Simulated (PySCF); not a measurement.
Species: C6H8O2S.
Z-matrix (Å and degrees, PBE0-D3(BJ)/def2-SVP geometry), rows numbered from 1:
```
C 
C   1  1.3281
O   2  1.3728  1  120.27
C   3  1.3487  2  118.52  1  -178.43
O   4  1.1995  3  123.75  2    -0.77
C   4  1.5118  3  109.59  2   178.21
C   6  1.5080  4  114.02  3   156.79
C   7  1.4915  6  116.23  4    67.50
S   7  1.6249  6  120.35  4  -112.43
H   1  1.0902  2  119.54  3  -179.84
H   1  1.0920  2  121.42  3     0.00
H   2  1.0922  1  125.37  3   179.95
H   6  1.1063  4  105.99  3   -82.27
H   6  1.0970  4  108.60  3    32.94
H   8  1.1037  7  110.24  6    54.86
H   8  1.0960  7  111.33  6   177.00
H   8  1.1031  7  108.62  6   -61.48
```

Computed with PySCF at PBE0/def2-SVPD, non-relativistic, on one gas-phase PBE0-D3(BJ)/def2-SVP geometry that isn't relaxed in the solvent. The solvent is an IEF-PCM continuum (cavity from Bondi-type radii × 1.2), and excitations are vertical TDDFT with non-equilibrium linear response and a frozen core. Only the electrostatic response of the medium enters.

Gas-phase singlets (H = HOMO, L = LUMO):

```tsv
state	E (eV)	λ (nm)	f	leading configurations
S1	2.540	488	0.000	H→L 100%
S2	4.739	262	0.001	H-1→L 99%
S3	4.814	258	0.009	H→L+1 95%
S4	5.290	234	0.151	H-2→L 73%, H-3→L 22%
S5	5.723	217	0.002	H-2→L+1 58%, H-3→L+1 33%
```

Give the list for dichloromethane (ε = 8.93), n² = 2.03.

```
state  E (eV)  λ (nm)      f           leading configurations  change by rank (eV)
   S1   2.655     467  0.000                         H→L 100%               +0.115
   S2   4.581     271  0.002                       H-1→L 100%               -0.158
   S3   5.058     245  0.007             H→L+1 81%, H-2→L 15%               +0.244
   S4   5.198     239  0.231  H-2→L 68%, H→L+1 17%, H-3→L 13%               -0.092
   S5   5.809     213  0.005         H-2→L+1 59%, H-3→L+1 30%               +0.086
```

What are the lowest 5 singlets in acetonitrile (ε = 35.69)?

| state | E (eV) | λ (nm) | f | leading configurations | change by rank (eV) |
| --- | --- | --- | --- | --- | --- |
| S1 | 2.681 | 463 | 0.000 | H→L 100% | +0.141 |
| S2 | 4.558 | 272 | 0.002 | H-1→L 100% | -0.181 |
| S3 | 5.093 | 243 | 0.016 | H→L+1 69%, H-2→L 26% | +0.279 |
| S4 | 5.210 | 238 | 0.210 | H-2→L 56%, H→L+1 29%, H-3→L 12% | -0.080 |
| S5 | 5.824 | 213 | 0.006 | H-2→L+1 60%, H-3→L+1 30% | +0.101 |

The ground-state energy changes by -0.279 eV from gas to acetonitrile. By how much does the total energy of gas-phase S1 change?

E(S1) = E(S0) + excitation energy, so it changes by -0.279 + 0.141 = -0.138 eV: it is lowered less than the ground state, which is what a blue shift means. This is the vertical state, with the slow part of the continuum still set for S0.

How do the frontier levels move from gas to acetonitrile?

```json
{"orbital": "LUMO+2", "gas (eV)": "0.37", "solvent (eV)": "0.55", "change (eV)": "+0.18"}
{"orbital": "LUMO+1", "gas (eV)": "-0.90", "solvent (eV)": "-0.76", "change (eV)": "+0.14"}
{"orbital": "LUMO", "gas (eV)": "-2.25", "solvent (eV)": "-2.28", "change (eV)": "-0.03"}
{"orbital": "HOMO", "gas (eV)": "-6.58", "solvent (eV)": "-6.75", "change (eV)": "-0.17"}
{"orbital": "HOMO-1", "gas (eV)": "-7.70", "solvent (eV)": "-7.55", "change (eV)": "+0.15"}
{"orbital": "HOMO-2", "gas (eV)": "-8.26", "solvent (eV)": "-8.29", "change (eV)": "-0.03"}
{"orbital": "HOMO-3", "gas (eV)": "-9.07", "solvent (eV)": "-9.06", "change (eV)": "+0.01"}
```

The HOMO–LUMO gap goes from 4.32 to 4.47 eV.
